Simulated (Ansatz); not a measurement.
CH4Cl3NSn (`C[NH][Sn]([Cl])([Cl])[Cl]`), relaxed with RKS PBE-D4/def2-SVP in Ansatz from a rough embedded geometry. The force threshold is 0.03 eV/Å; the program also tests the step.

Total charge 0; spin multiplicity 1. Sn takes the def2 core potential.

Start:

```xyz
10

C     0.404   -1.472    0.105
N     0.533   -0.304   -0.787
Sn   -0.309    1.395    0.105
Cl   -2.557    0.968    0.485
Cl   -0.141    3.194   -1.421
Cl    0.861    1.903    2.064
H    -0.645   -1.614    0.366
H     0.990   -1.190    1.029
H     0.887   -2.342   -0.317
H    -0.024   -0.540   -1.629
```

Task: How much energy does the relaxation release, and in how many steps? (Estimate.)

Result: Computed: 20.08 kJ/mol, in 6 steps.

Task: Which bonds change most? (Estimate.)

Result: The calculation gave: Sn3–Cl4 from 2.320 to 2.370 Å; N2–Sn3 from 2.096 to 2.047 Å; C1–H9 from 1.081 to 1.111 Å; C1–H7 from 1.090 to 1.115 Å.

Task: Give the relaxed structure. (An estimate is asked.)

Result: Ansatz gave: 
```xyz
10

C     0.428   -1.491    0.114
N     0.455   -0.293   -0.727
Sn   -0.364    1.412    0.056
Cl   -2.650    1.267    0.666
Cl   -0.121    3.151   -1.505
Cl    0.842    1.891    2.015
H    -0.579   -1.940    0.281
H     0.866   -1.258    1.105
H     1.073   -2.269   -0.349
H     0.049   -0.469   -1.657
```
